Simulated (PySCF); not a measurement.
A structure optimised at TPSSh-D3(BJ)/def2-SVP, used in a PySCF frequency run:

```
Si
F 1 1.6336
H 1 1.4854 2 107.47
H 1 1.4860 3 110.00 2 117.72
As 1 2.3677 3 113.95 4 122.34
H 5 1.5260 1 92.23 3 35.49
H 5 1.5290 6 92.11 1 89.65
```
Charge 0, spin multiplicity 1.

Write its SMILES and formula.

F[SiH2][AsH2], AsFH₄Si

What are its rotational constants (standard atomic weights)?

15.742, 2.2386, 2.0435 GHz
